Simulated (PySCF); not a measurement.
Energy of Re (rhenium, neutral) between two integer charges

The 6s beta orbital of [Xe] 4f14 5d5 6s2 is emptied in steps (occupation f), with all orbitals relaxed, ending at [Xe] 4f14 5d5 6s1. Calculation: PySCF 2.14, in aug-cc-pVTZ-PP with ECP60MDF (6s6p5d3f2g, 88 functions); scalar relativity through the core potential. The exact energy is a straight line in f; departures are measured from the line between the end points of the same method.

```json
{"f": "1", "BHandHLYP (eV)": "0.000", "B3LYP (eV)": "0.000"}
{"f": "0.8", "BHandHLYP (eV)": "-0.250", "B3LYP (eV)": "-0.389"}
{"f": "0.6", "BHandHLYP (eV)": "-0.380", "B3LYP (eV)": "-0.587"}
{"f": "0.4", "BHandHLYP (eV)": "-0.386", "B3LYP (eV)": "-0.590"}
{"f": "0.2", "BHandHLYP (eV)": "-0.261", "B3LYP (eV)": "-0.394"}
{"f": "0", "BHandHLYP (eV)": "0.000", "B3LYP (eV)": "0.000"}
```

**Question.** For BHandHLYP, how does the orbital energy at f = 1 compare with the removal energy?

**Answer.** −ε = 6.092 eV against a total-energy difference of 7.633 eV. By Janak's theorem ε = ∂E/∂f, so the gap between them reflects the curvature. Along the path −ε is 6.679 (f = 0.8), 7.288 (f = 0.6), 7.925 (f = 0.4), 8.596 (f = 0.2) eV.

| method | E(f=0) − E(f=1) (eV) | −ε at f=1 (eV) | −ε at f=0.4 (eV) |
| --- | --- | --- | --- |
| BHandHLYP | 7.633 | 6.092 | 7.925 |
| B3LYP | 7.931 | 5.515 | 8.410 |

Reference removal energy between the ground levels: 7.834 eV (measured; NIST Atomic Spectra Database, ionization energies).
